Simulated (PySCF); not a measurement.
CF$_{2}$ (SMILES F[C]F), triplet, at a GFN2-xTB geometry, with bond 3-2 at 1.3 times its length. Base run: TPSS/3-21G (PySCF).

The PySCF input:
```python
from pyscf import gto, scf, dft

mol = gto.Mole()
mol.atom = '''
    F    -1.12581513   -0.20827277    0.03627766
    C    -0.01622539    0.50613994    0.03483249
    F     1.48248929   -0.31974200   -0.08779885
'''
mol.basis = '3-21g'
mol.spin = 2
mol.verbose = 4
mol.build()

mf = dft.UKS(mol)
mf.xc = 'tpss'
mf.kernel()
```

Variants of this job, named by their change:

| change | ΔE vs base (mEh) | SCF cycles | <S^2> | outcome |
|---|---|---|---|---|
| base | 0.000 | 11 | 2.006 | converged |
| level_shift = 0.5 (with mf.max_cycle = 100) | 0.000 | 27 | 2.006 | converged |
| conv_tol_grad = 1e-3 | 0.000 | 11 | 2.006 | converged |
| DIIS = EDIIS | - | 50 | - | not converged |
| conv_tol = 1e-7 | 0.000 | 9 | 2.006 | converged |
| DIIS = ADIIS | 0.000 | 24 | 2.006 | converged |
| solver = newton; init_guess = 1e | 0.000 | - | 2.006 | converged |
| conv_tol_grad = 1e-7 | 0.000 | 13 | 2.006 | converged |
| diis_space = 2 | 0.000 | 33 | 2.006 | converged |
| conv_tol = 1e-4 | 0.001 | 7 | 2.006 | converged |
| level_shift = 0.1 (with mf.max_cycle = 100) | 0.000 | 17 | 2.006 | converged |
| diis_space = 20 | 0.000 | 11 | 2.006 | converged |
| diis_space = 12 | 0.000 | 11 | 2.006 | converged |

Open shells are given as the SCF converged; they aren't shown to be the lowest states, and a large step between rows can be another state.
